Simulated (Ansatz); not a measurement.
C₂H₄Cl₂Sn (`C=[CH][SnH]([Cl])[Cl]`), 9 atoms. The species carries charge 0 and has multiplicity 1. Correlated methods include outer-core shells of Sn, which these sets cover unevenly. Sn: def2 effective core potential. All runs use 4 threads of an Arm Neoverse V2 on a shared host. Correlated methods freeze the cores.

Task: How many basis functions does each run have, and how long does it take in Ansatz? RHF-CCSD(T)/def2-TZVPP energy; RHF-MP2/def2-QZVPP energy; RKS LC-ωPBE/def2-TZVPP energy; direct RPA on PBE orbitals/def2-TZVPP energy; RKS PBE0-D4/def2-TZVP relaxation (9 steps); RKS PBE0-D4/def2-TZVP frequencies; RKS ωB97M-V/def2-SVP energy; RKS ωB97M-V/def2-QZVPP energy; RHF-CCSD(T)/def2-SVP energy; RKS HSE06 (plane-wave form)-D4/def2-TZVPP energy; RKS PBE0-D4/def2-QZVPP energy; RKS PBE0-D4/def2-SVP energy. (Estimate.)

Result: Ansatz gave: Other jobs shared the machine, so times are rough.

```csv
level,job,functions,wall time,peak host memory (GiB)
RKS PBE0-D4/def2-SVP,energy,110,1.2 s,0.45
RKS LC-ωPBE/def2-TZVPP,energy,252,2.5 s,0.5
RKS HSE06 (plane-wave form)-D4/def2-TZVPP,energy,252,3.6 s,0.83
RKS ωB97M-V/def2-SVP,energy,110,4.8 s,0.45
direct RPA on PBE orbitals/def2-TZVPP,energy,252,5.5 s,0.65
RHF-CCSD(T)/def2-SVP,energy,110,6.5 s,0.54
RKS PBE0-D4/def2-QZVPP,energy,456,8 s,1.9
RHF-MP2/def2-QZVPP,energy,456,18 s,2.6
RKS ωB97M-V/def2-QZVPP,energy,456,18 s,2.2
RKS PBE0-D4/def2-TZVP,relaxation (9 steps),210,35 s,0.68
RKS PBE0-D4/def2-TZVP,frequencies,210,2.5 min,0.67
RHF-CCSD(T)/def2-TZVPP,energy,252,3.4 min,5.7
```

LC-ωPBE has ω = 0.4 bohr⁻¹.
